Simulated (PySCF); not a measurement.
GeH5N.
SMILES: `[NH2][GeH3]`

Level of theory: PySCF, TDDFT CAM-B3LYP/def2-SVPD, vertical, gas phase, core orbitals frozen in the response. Isolated species at its PBE0-D3(BJ)/def2-SVP geometry, gas phase. Relativistic effects, spin–orbit coupling among them, are left out although an element past zinc is present.

Computed states:

```
state  E (eV)       f
   S1    6.19   0.020
   S2    7.22   0.053
   S3    7.71  0.0010
   S4    8.13   0.016
   S5    8.22   0.048
   S6    8.51   0.052
   S7    8.53  0.0030
   S8    8.81   0.046
   S9    8.99   0.139
  S10    9.30   0.127
```

Broadening: Gaussians 0.3 eV wide at half height, area fixed by f = 4.319×10⁻⁹ ∫ε dν̃. The cross-section is σ = 3.8235×10⁻²¹ ε cm², given in Mb (10⁻¹⁸ cm²). The width is an assumption, not a result. The curve ends short of the highest state used, and states not computed would add to its high-energy end.

(1) Give the broadened spectrum and its maxima.

(2) Coming from long wavelengths, where does ε first pass 100 L mol⁻¹ cm⁻¹?

(3) On this curve, what absorbance would a 10⁻³ mol/L sample give at 193 nm over a 1 cm path?

## Answers

(1) 
```tsv
E (eV)	σ (Mb)
5.74	0.02
5.86	0.27
5.99	2.15
6.12	6.11
6.25	6.13
6.38	2.17
6.51	0.27
6.64	0.01
6.77	0.04
6.89	0.64
7.02	5.33
7.15	15.71
7.28	16.35
7.41	6.03
7.54	0.93
7.67	0.39
7.79	0.50
7.92	2.50
8.05	11.11
8.18	21.30
8.31	20.65
8.44	20.59
8.57	20.00
8.70	20.75
```

Maxima: 200 nm (6.19 eV), ε about 1800, made up of S1 (100%); 172 nm (7.22 eV), ε about 4800, made up of S2 (100%); 151 nm (8.23 eV), ε about 5800, made up of S4 (18%) and S5 (75%); 146 nm (8.50 eV), ε about 5500, made up of S6 (83%) (ε in L mol⁻¹ cm⁻¹; maxima over ε = 5, shares over 10%). At its high-energy end, 8.70 eV, the curve is still rising (ε about 5400, from S6, S8 and S9).

(2) At about 211 nm (5.88 eV), 0.31 eV below S1.

(3) 193 nm is 6.424 eV, where ε is about 320 L mol⁻¹ cm⁻¹, so A = ε c l ≈ 0.32 (Beer–Lambert, with the gas-phase spectrum and the assumed width).

The vertical ionisation energy (ΔSCF) is 9.86 eV, 0.56 eV above S10.

Time: 7.7 s. Hardware: one thread, Arm Neoverse V2 (shared host).
